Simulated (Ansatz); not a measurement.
Consider the cleavage of the Si–Si bond: `F[SiH](F)[SiH](Cl)Cl` + `N[SiH3]` → `[SiH3]N[SiH](Cl)Cl` + `F[SiH2]F`.

Program: Ansatz. Geometries: PBE0-D4/def2-TZVP. ΔE: electronic, gas phase. CCSD(T)/CBS is the MP2 limit (def2-TZVPP, def2-QZVPP) plus CCSD(T) − MP2 in def2-TZVPP, frozen cores. This one scheme is used for every species. DFT in def2-TZVPP. B3LYP here is the variant with VWN-RPA as its local correlation; programs differ in this. HSE06 is defined as in plane-wave codes. One conformer a species, not always the lowest.

Task: Is it downhill or uphill in electronic energy at CCSD(T)/CBS, and by how much? (An estimate is asked.)

Result: The calculation gave: Downhill: ΔE = -24.0 kcal/mol.

Task: What do these levels give: PBE-D4, r2SCAN-D4, PBE0-D4, B3LYP-D4, HSE06-D4, PBE-QIDH, r2SCANh, BHLYP, LC-ωPBE, RPA@PBE/def2-TZVPP, CCSD/def2-SVP, SCS-MP2/def2-QZVPP? (Best estimate.)

Result: Ansatz gave: PBE-D4 -17.9, r2SCAN-D4 -22.0, PBE0-D4 -20.1, B3LYP-D4 -22.0, HSE06-D4 -20.1, PBE-QIDH -23.6, r2SCANh -22.3, BHLYP -24.2, LC-ωPBE -21.6, RPA@PBE/def2-TZVPP -24.3, CCSD/def2-SVP -25.6, SCS-MP2/def2-QZVPP -26.1 kcal/mol.

Largest T1 diagnostic among the species: 0.012.

From r2SCAN to r2SCAN0 (25 % exact exchange), in def2-TZVPP and without D4, ΔE moves by −1.1 kcal/mol. At CCSD(T), def2-SVP lies −1.3 kcal/mol from the extrapolated value and def2-TZVPP −0.6 kcal/mol.
